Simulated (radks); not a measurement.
Results of a calculation; reference values are marked as such.
Al X, configuration [He] 2s1 2p(1/2: 1, 3/2: 0) (not the ground configuration). Code: a radial shooting solver on a logarithmic mesh with Libxc functionals. Model: Dirac Kohn-Sham, BLYP, spin-unpolarised, spherical densities, finite nucleus; Fermi nuclear charge, rms radius 3.061 fm.

Unscreened Slater integrals over Kohn-Sham orbitals (eV). Large and small components are both included. Empty in this configuration: 2p3/2.

\begin{tabular}{lr}
integral & value \\ \hline
F0(2p1/2,2p1/2) & 54.022 \\
F0(2p1/2,2s1/2) & 49.702 \\
G1(2p1/2,2s1/2) & 28.589 \\
F0(2p1/2,1s1/2) & 73.466 \\
G1(2p1/2,1s1/2) & 12.617 \\
F0(2p1/2,2p3/2) & 53.946 \\
G2(2p1/2,2p3/2) & 25.724 \\
F0(2s1/2,2s1/2) & 46.934 \\
F0(2s1/2,1s1/2) & 65.742 \\
G0(2s1/2,1s1/2) & 6.2842 \\
F0(2s1/2,2p3/2) & 49.647 \\
G1(2s1/2,2p3/2) & 28.611 \\
F0(1s1/2,1s1/2) & 214.47 \\
F0(1s1/2,2p3/2) & 73.218 \\
G1(1s1/2,2p3/2) & 12.568 \\
F0(2p3/2,2p3/2) & 53.870 \\
F2(2p3/2,2p3/2) & 25.732 \\
\end{tabular}
